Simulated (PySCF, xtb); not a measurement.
C2H4F2Si, SMILES C=C(F)[SiH2]F.

GFN2-xTB (xtb) at its own geometry gives an orbital gap of 4.62 eV and a dipole moment of 0.53 D.

Geometry: TPSSh-D3(BJ)/def2-SVP. This is a generated structure with no PubChem entry under its InChIKey; it may be hypothetical. The values are those of a single conformer.

### Question
What does PySCF with PBE/def2-TZVP give? (Estimate from the structure and the level; the computed values follow.)

### Answer
gap 5.14 eV (levels -6.74 and -1.60 eV), dipole 0.20 D.
